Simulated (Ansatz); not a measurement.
Isolated molecules relaxed with PBE0-D4/def2-TZVP in Ansatz; ΔE leaves out vibrations. CBS: MP2 limit from def2 TZ/QZ plus the TZ coupled-cluster correction, frozen cores. This one scheme is used for every species. For Br outer-core shells are correlated without core-valence functions, which leaves a few kJ/mol of doubt a bond. Scalar relativity is left out up to krypton. One conformer a species, not always the lowest.

`OCB(O)O` + HBr → `OB(O)Br` + CH₃OH  (ligand exchange at a B–C bond)

`OCB(O)O`:

```xyz
10

O    -0.726   -0.994    1.146
C    -0.867   -0.075    0.066
B     0.585    0.349   -0.393
O     1.673   -0.167    0.235
O     0.731    1.230   -1.418
H    -1.592   -1.273    1.448
H    -1.438    0.814    0.368
H    -1.409   -0.526   -0.776
H     1.388   -0.770    0.933
H     1.655    1.412   -1.609
```

HBr:

Z-matrix (Å, degrees):
```
Br
H 1 1.420
```

`OB(O)Br`:

Cartesian coordinates in Å:
```
O 0.302 0.993 -0.486
B -0.149 -0.169 0.044
O 0.634 -0.934 0.828
Br -1.951 -0.784 -0.308
H -0.347 1.449 -1.026
H 1.510 -0.554 0.948
```

CH₃OH:

Cartesian coordinates in Å:
```
C -0.153 -0.289 -0.142
O 0.656 0.865 -0.103
H -0.074 -0.701 -1.149
H -1.209 -0.065 0.052
H 0.180 -1.057 0.567
H 0.601 1.246 0.775
```

```tsv
species	CCSD(T)/CBS(def2) energy (Eh)
`OCB(O)O`	-291.49113
HBr	-2573.91920
`OB(O)Br`	-2749.81643
CH₃OH	-115.61712
```

**Question.** Work out ΔE.

**Answer.** ΔE = (-2749.81643) + (-115.61712) − (-291.49113) − (-2573.91920) = -0.02322 Eh = -14.6 kcal/mol.

Largest T1 diagnostic among the species: 0.012.
